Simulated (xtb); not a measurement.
C4H10AlO, charge +1, singlet, at a GFN2-xTB geometry (such geometries of metal compounds can be far from the true shape), atoms displaced at random by about 0.06 Å a coordinate; GFN2-xTB (xtb 6.7.1).

Here is a job for xtb.
```
$ xtb mol.xyz --gfn 2 --chrg 1 --uhf 0 --opt --json

# file mol.xyz
16

Al    -0.06542254     0.66855067     1.30128174
C      0.06903483     1.22959873     3.16661769
H     -0.29836812     0.38988289     3.89153120
H     -0.50789339     2.07673989     3.27597479
H      1.01224494     1.53992239     3.38922084
O     -0.38682735     0.02571350    -0.20585409
C     -0.30643567    -0.41871088    -1.55797515
C     -0.30305659    -1.90820582    -1.55877453
C      0.93953416     0.17475103    -2.36676966
H     -1.33405825    -0.05535683    -1.93879320
H      0.60998990    -2.35577338    -1.02282293
H     -0.32657377    -2.29049011    -2.60396618
H     -1.18485210    -2.24809692    -0.84080590
H      0.98668916     1.25234674    -2.19110076
H      1.93189127    -0.15991565    -1.78033619
H      0.94862800    -0.13743814    -3.37508524
```

**Question.** Write the output that xtb gives for this input, abridged.

**Answer.** 
```
   ID    Z sym.   atoms
    1   13 Al     1
    2    6 C      2, 7-9
    3    1 H      3-5, 10-16
    4    8 O      6

           -------------------------------------------------
          |                Calculation Setup                |
           -------------------------------------------------

           -------------------------------------------------
          |                 G F N 2 - x T B                 |
           -------------------------------------------------

          ...................................................
          :                      SETUP                      :
          :.................................................:
          :  # basis functions                  40          :
          :  # atomic orbitals                  39          :
          :  # shells                           23          :
          :  # electrons                        34          :
          :  max. iterations                   250          :
          :  Hamiltonian                  GFN2-xTB          :
          :  restarted?                      false          :
          :  GBSA solvation                  false          :
          :  PC potential                    false          :
          :  electronic temp.          300.0000000     K    :
          :  accuracy                    1.0000000          :
          :  -> integral cutoff          0.2500000E+02      :
          :  -> integral neglect         0.1000000E-07      :
          :  -> SCF convergence          0.1000000E-05 Eh   :
          :  -> wf. convergence          0.1000000E-03 e    :
          :  Broyden damping             0.4000000          :
          :  net charge                          1          :
          :  unpaired electrons                  0          :
          ...................................................

 iter      E             dE          RMSdq      gap      omega  full diag
   1    -18.5242836 -0.185243E+02  0.159E+01    3.56       0.0  T
   2    -18.5761588 -0.518752E-01  0.119E+01    2.22       1.0  T
   3    -18.3563655  0.219793E+00  0.586E+00    1.27       1.0  T
   4    -18.5716503 -0.215285E+00  0.214E+00    1.45       1.0  T
   5    -18.5916672 -0.200169E-01  0.785E-01    1.39       1.0  T
   6    -18.5917634 -0.962861E-04  0.327E-01    1.57       1.0  T
   7    -18.5920340 -0.270593E-03  0.156E-01    1.59       1.0  T
   8    -18.5920765 -0.424276E-04  0.296E-02    1.62       1.0  T
   9    -18.5920801 -0.361484E-05  0.148E-02    1.62       1.7  T
  10    -18.5920805 -0.451178E-06  0.346E-03    1.62       7.2  T
  11    -18.5920806 -0.228625E-07  0.202E-03    1.62      12.4  T
  12    -18.5920806 -0.768727E-08  0.431E-04    1.62      58.0  T
  13    -18.5920806 -0.618545E-09  0.148E-04    1.62     169.1  T

   *** convergence criteria satisfied after 13 iterations ***

         :::::::::::::::::::::::::::::::::::::::::::::::::::::
         ::                     SUMMARY                     ::
         :::::::::::::::::::::::::::::::::::::::::::::::::::::
         :: total energy             -18.379257333772 Eh    ::
         :: gradient norm              0.184314359806 Eh/a0 ::
         :: HOMO-LUMO gap              1.619677400342 eV    ::
         ::.................................................::
         :: SCC energy               -18.592070044749 Eh    ::
         :: -> isotropic ES            0.119287854707 Eh    ::
         :: -> anisotropic ES         -0.013009172431 Eh    ::
         :: -> anisotropic XC         -0.006074568202 Eh    ::
         :: -> dispersion             -0.007511140138 Eh    ::
         :: repulsion energy           0.212812710977 Eh    ::
         :: add. restraining           0.000000000000 Eh    ::
         :: total charge               1.000000000000 e     ::
         :::::::::::::::::::::::::::::::::::::::::::::::::::::

      -----------------------------------------------------------
     |                   =====================                   |
[...]
 * total energy  :   -18.3792573 Eh     change       -0.2174438E-09 Eh
 * total energy  :   -18.4132387 Eh     change       -0.3398137E-01 Eh
 * total energy  :   -18.4194654 Eh     change       -0.6226721E-02 Eh
 * total energy  :   -18.4200543 Eh     change       -0.5888436E-03 Eh
 * total energy  :   -18.4202047 Eh     change       -0.1504762E-03 Eh
 * total energy  :   -18.4202870 Eh     change       -0.8222607E-04 Eh
 * total energy  :   -18.4203191 Eh     change       -0.3213640E-04 Eh
 * total energy  :   -18.4203321 Eh     change       -0.1294574E-04 Eh
 * total energy  :   -18.4203422 Eh     change       -0.1014817E-04 Eh
 * total energy  :   -18.4203548 Eh     change       -0.1256618E-04 Eh
 * total energy  :   -18.4203617 Eh     change       -0.6977599E-05 Eh
 * total energy  :   -18.4203652 Eh     change       -0.3433343E-05 Eh
   *** GEOMETRY OPTIMIZATION CONVERGED AFTER 12 ITERATIONS ***
         :: total energy             -18.420365179778 Eh    ::
[...]
        27                         -0.0188319              -0.5124
        28                          0.0173316               0.4716
       ...                                ...                  ...
        39                          1.0561531              28.7394
      -------------------------------------------------------------
                  HL-Gap            0.0771908 Eh            2.1005 eV
             Fermi-level           -0.5282108 Eh          -14.3733 eV

     #   Z          covCN         q      C6AA      α(0)
     1  13 Al       1.585     0.483   188.500    33.716
     2   6 C        3.611    -0.178    24.585     7.160
     3   1 H        0.924     0.178     1.217     1.726
     4   1 H        0.924     0.179     1.212     1.721
     5   1 H        0.924     0.177     1.223     1.730
     6   8 O        1.581    -0.236    17.961     5.719
     7   6 C        3.729     0.117    18.762     6.184
     8   6 C        3.753    -0.132    23.087     6.852
     9   6 C        3.753    -0.132    23.088     6.852
    10   1 H        0.924     0.083     1.947     2.182
    11   1 H        0.925     0.072     2.068     2.249
    12   1 H        0.925     0.088     1.894     2.152
    13   1 H        0.925     0.070     2.084     2.258
    14   1 H        0.925     0.070     2.087     2.259
    15   1 H        0.925     0.072     2.068     2.249
    16   1 H        0.925     0.088     1.894     2.152

 Mol. C6AA /au·bohr⁶  :       2395.363865
 Mol. C8AA /au·bohr⁸  :      85539.488906
 Mol. α(0) /au        :         87.159380

Wiberg/Mayer (AO) data.
largest (>0.10) Wiberg bond orders for each atom

 ---------------------------------------------------------------------------
     #   Z sym  total        # sym  WBO       # sym  WBO       # sym  WBO
 ---------------------------------------------------------------------------
     1  13 Al   3.373 --     6 O    1.662     2 C    1.270
     2   6 C    3.966 --     1 Al   1.270     5 H    0.875     3 H    0.874
                             4 H    0.872
     3   1 H    0.967 --     2 C    0.874
     4   1 H    0.966 --     2 C    0.872
     5   1 H    0.967 --     2 C    0.875
     6   8 O    2.612 --     1 Al   1.662     7 C    0.833
     7   6 C    3.888 --     9 C    1.013     8 C    1.013    10 H    0.955
                             6 O    0.833
     8   6 C    3.982 --     7 C    1.013    13 H    0.975    11 H    0.974
                            12 H    0.962
     9   6 C    3.982 --     7 C    1.013    14 H    0.975    15 H    0.974
                            16 H    0.963
    10   1 H    0.991 --     7 C    0.955
    11   1 H    0.994 --     8 C    0.974
    12   1 H    0.988 --     8 C    0.962
    13   1 H    0.995 --     8 C    0.975
    14   1 H    0.994 --     9 C    0.975
    15   1 H    0.994 --     9 C    0.974
    16   1 H    0.988 --     9 C    0.963
 ---------------------------------------------------------------------------

Topologies differ in total number of bonds
Writing topology from bond orders to xtbtopo.mol

molecular dipole:
                 x           y           z       tot (Debye)
 q only:        0.066       0.892       2.269
   full:        0.038       0.987       2.477       6.777
molecular quadrupole (traceless):
                xx          xy          yy          xz          yz          zz
 q only:      -14.231       0.683      -7.888      -0.337      13.793      22.119
  q+dip:      -14.552       0.299      -8.897       0.448      14.426      23.449
   full:      -11.436       0.222      -6.486      -0.376      11.420      17.922

optimized geometry written to: xtbopt.xyz

           -------------------------------------------------
          | TOTAL ENERGY              -18.420365179778 Eh   |
          | GRADIENT NORM               0.000439997790 Eh/α |
          | HOMO-LUMO GAP               2.100467779644 eV   |
           -------------------------------------------------

normal termination of xtb
```
